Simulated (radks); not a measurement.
Initial-state core-level shifts of the terbium ion Tb3+ when its valence configuration changes from [Xe] 4f8. All-electron calculation, Dirac Kohn-Sham, PBE, spin-unpolarised, spherical densities, finite nucleus; open shells are shared between the two j in proportion to 2j + 1; Fermi nuclear charge, rms radius 5.06 fm. Program: a radial shooting solver on a logarithmic mesh with Libxc functionals. Shifts are changes of the shell-averaged eigenvalues in eV (positive: less bound); the change of the density at the nucleus, which sets a Mossbauer isomer shift, is in e/bohr^3, on a base of 6.867e+05.

| valence | 1s | 3d | 4p | 4d | density at nucleus |
|---|---|---|---|---|---|
| 4f7 6s1 | -10.990 | -12.722 | -11.902 | -11.556 | +108.79 |
| 4f6 6s2 | -23.244 | -27.028 | -24.983 | -24.214 | +239.94 |
| 4f7.5 6s0.5 | -5.323 | -6.147 | -5.785 | -5.622 | +51.63 |
| 4f7 6p1 | -12.161 | -13.882 | -13.062 | -12.715 | +45.88 |
| 4f6.5 6s0.5 6p1 | -18.130 | -20.841 | -19.460 | -18.910 | +105.27 |
| 4f5 5d1 6s2 | -32.784 | -38.798 | -35.222 | -33.967 | +295.20 |
| 4f7 5d0.5 6s0.5 | -9.364 | -11.053 | -10.259 | -9.908 | +71.70 |
| 4f7 5d1 | -7.779 | -9.425 | -8.654 | -8.296 | +36.56 |
| 4f7.5 6p0.5 | -5.913 | -6.730 | -6.369 | -6.206 | +21.88 |
